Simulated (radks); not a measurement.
All-electron atom: Nb XLI in 1s1. Method: scalar-relativistic Kohn-Sham, SCAN, spin-polarised, spherical densities, finite nucleus; open shells are filled with parallel spins first (spin-orbit coupling, left out, can overturn this in heavy ions); meta-GGA in the generalised Kohn-Sham scheme; Fermi nuclear charge, rms radius 4.324 fm; computed with a radial shooting solver on a logarithmic mesh with Libxc functionals.

Normalised radial functions P(r) = r R(r), r in bohr:

```
   r/bohr * 1s up (the largest magnitude, 4.76, reaches the edge; | marks zero)
 0.002081 |            *
 0.002422 |              *
 0.002797 |                *
 0.003256 |                  *
 0.003791 |                     *
 0.004413 |                       *
 0.005138 |                          *
 0.005934 |                             *
 0.006908 |                                 *
 0.008042 |                                    *
 0.009362 |                                        *
   0.0109 |                                           *
  0.01259 |                                              *
  0.01465 |                                                 *
  0.01706 |                                                    *
  0.01986 |                                                     *
  0.02293 |                                                      *
   0.0267 |                                                     *
  0.03108 |                                                    *
  0.03618 |                                                *
  0.04212 |                                            *
  0.04865 |                                      *
  0.05664 |                                *
  0.06593 |                         *
  0.07676 |                  *
  0.08936 |            *
   0.1032 |        *
   0.1201 |    *
   0.1399 |  *
```

1s up: eigenvalue -23170 eV, 0 radial nodes, <r> = 0.0355 bohr, 90 % of the charge inside 0.0634 bohr.
